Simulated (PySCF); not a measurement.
C₂H₄ClGa. Atoms are numbered in the order given.

```xyz
8

Ga    -0.7266     0.0745     0.0000
H     -2.1729     0.6525     0.0000
Cl     0.8654     1.5572     0.0000
C     -0.0675    -1.7549     0.0000
C      1.2527    -2.0113     0.0000
H     -0.7687    -2.5995     0.0000
H      1.6506    -3.0336     0.0000
H      1.9927    -1.2029     0.0000
```
Charge 0, spin multiplicity 1.

The structure is a stationary point at TPSSh-D3(BJ)/def2-SVP. Other conformers were not sampled.

The numbers are results of TDDFT-PBE/def2-SVPD (PySCF), not measurements.

Vertical excitations. The molecule is in vacuum. State labels are in the subgroup Cs.

Computed lowest excited states:
```csv
state,symmetry,energy (eV),λ (nm),f,main pairs
S1,A",4.32,287,0.000,HOMO→LUMO 99 %
S2,A',5.00,248,0.054,"HOMO−1→LUMO 70 %, HOMO−3→LUMO 26 %"
S3,A",5.10,243,0.000,HOMO−2→LUMO 99 %
S4,A',5.47,227,0.067,"HOMO−3→LUMO 67 %, HOMO−1→LUMO 20 %, HOMO−1→LUMO+2 11 %"
S5,A",5.67,219,0.004,HOMO−4→LUMO 99 %
S6,A",6.34,196,0.002,"HOMO→LUMO+2 83 %, HOMO−1→LUMO+1 16 %"
S7,A",6.41,193,0.000,"HOMO−1→LUMO+1 83 %, HOMO→LUMO+2 16 %"
S8,A',6.46,192,0.113,HOMO→LUMO+1 91 %
S9,A',7.00,177,0.034,"HOMO−2→LUMO+1 57 %, HOMO−3→LUMO+2 18 %, HOMO−1→LUMO+2 16 %"
S10,A",7.03,176,0.037,HOMO−3→LUMO+1 88 %
T1,A',3.87,320,0,HOMO−1→LUMO 88 %
T2,A",4.11,302,0,HOMO→LUMO 98 %
T3,A',4.80,259,0,HOMO−3→LUMO 91 %
T4,A",4.82,257,0,HOMO−2→LUMO 98 %
```
Triplets are in the Tamm–Dancoff approximation, which puts them higher than full response would, so one can lie above its singlet here.
